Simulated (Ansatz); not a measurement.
Compare A (`CN[SiH](C)S`) with its isomer B (`C[SiH](N)CS`).

Program: Ansatz. Geometries: PBE0-D4/def2-TZVP. ΔE: electronic, gas phase. CCSD(T)/CBS adds triple-zeta CCSD(T) − MP2 to the extrapolated MP2 energy (def2 sets, frozen cores). DFT in def2-TZVPP. B3LYP here is the variant with VWN-RPA as its local correlation; programs differ in this. One conformer a species, not always the lowest.

Task: Which isomer does CCSD(T)/CBS put lower? Give the gap. (Best estimate.)

Result: The calculation gave: A, by 35.0 kJ/mol.

Task: Give E(B) − E(A) in kJ/mol with MP2/def2-TZVPP, B2PLYP, PBE-D4, PBE0-D4, HF/def2-TZVPP, B3LYP, CCSD/def2-TZVPP. (Best estimate.)

Result: Computed: MP2/def2-TZVPP 35.2, B2PLYP 38.3, PBE-D4 35.3, PBE0-D4 36.9, HF/def2-TZVPP 47.5, B3LYP 40.1, CCSD/def2-TZVPP 37.5. None reverses the order clearly.

Largest T1 diagnostic: 0.010.

In def2-TZVPP, CCSD(T) changes the Hartree–Fock value by −11.5 kJ/mol (the triples alone add −1.6 kJ/mol) and MP2 by −12.3 kJ/mol.
